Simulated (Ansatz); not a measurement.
Program: Ansatz. Geometries: PBE0-D4/def2-TZVP. ΔE: electronic, gas phase. CBS: MP2 limit from def2 TZ/QZ plus the TZ coupled-cluster correction, frozen cores. DFT in def2-TZVPP. B3LYP here is the variant with VWN-RPA as its local correlation; programs differ in this. One conformer a species, not always the lowest.

`CO[SiH]([SiH3])Cl` → `O[SiH]([SiH3])CCl`  (isomerisation)

| level | ΔE (kJ/mol) | difference from CCSD(T)/CBS |
| --- | --- | --- |
| PBE-D4 | 79.8 | -2.8 |
| PBE0-D4 | 82.9 | 0.3 |
| B3LYP-D4 | 88.5 | 5.9 |
| ωB97M-V | 85.2 | 2.6 |
| B2PLYP | 88.1 | 5.5 |
| PBE | 80.2 | -2.4 |
| PBE0 | 83.2 | 0.6 |
| B3LYP | 89.2 | 6.6 |
| CCSD/def2-TZVPP | 86.1 | 3.5 |
| CCSD(T)/def2-TZVPP | 83.8 | 1.2 |
| HF/def2-QZVPP | 103.0 | 20.4 |
| MP2/def2-QZVPP | 83.8 | 1.2 |
| SCS-MP2/def2-QZVPP | 86.7 | 4.1 |
| HF/CBS(def2) | 103.1 | 20.5 |
| MP2/CBS(def2) | 83.1 | 0.5 |
| CCSD/CBS(def2) | 84.9 | 2.3 |
| CCSD(T)/CBS | 82.6 | 0 |

Largest T1 diagnostic among the species: 0.012.

From PBE to PBE0 (25 % exact exchange), in def2-TZVPP and without D4, ΔE moves by +3.0 kJ/mol. In def2-TZVPP, CCSD(T) changes the Hartree–Fock value by −18.8 kJ/mol (the triples alone add −2.3 kJ/mol) and MP2 by −18.3 kJ/mol.
